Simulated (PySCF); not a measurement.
Constitutional and geometric isomers with formula CH6Si3. Gas-phase values, no solvent. Strings in code marks are SMILES.

All values below come from PBE-D3(BJ)/def2-TZVP // PBE0-D3(BJ)/def2-TZVP (PySCF). 

```csv
species,dipole moment (D),HOMO–LUMO gap (eV),LUMO (eV)
`C1[SiH]=[SiH][SiH2]1`,0.69,2.76,?
`C1=[SiH][SiH2][SiH2]1`,0.97,3.42,-2.55
`[SiH2]=C=[SiH][SiH3]`,0.34,?,-2.60
`C=[Si]1[SiH2][SiH2]1`,0.38,?,-3.14
`[SiH]1(C)[SiH]=[SiH]1`,0.71,2.81,?
`[SiH]1[SiH2][Si]=1C`,1.93,2.95,-2.08
`[SiH2]=C1[SiH2][SiH2]1`,1.61,2.82,?
```

Problem. Some entries are withheld; supply them.

Solution. 
- `C1[SiH]=[SiH][SiH2]1`, LUMO (eV): -2.27
- `[SiH2]=C=[SiH][SiH3]`, HOMO–LUMO gap (eV): 3.03
- `C=[Si]1[SiH2][SiH2]1`, HOMO–LUMO gap (eV): 2.69
- `[SiH]1(C)[SiH]=[SiH]1`, LUMO (eV): -2.39
- `[SiH2]=C1[SiH2][SiH2]1`, LUMO (eV): -2.88
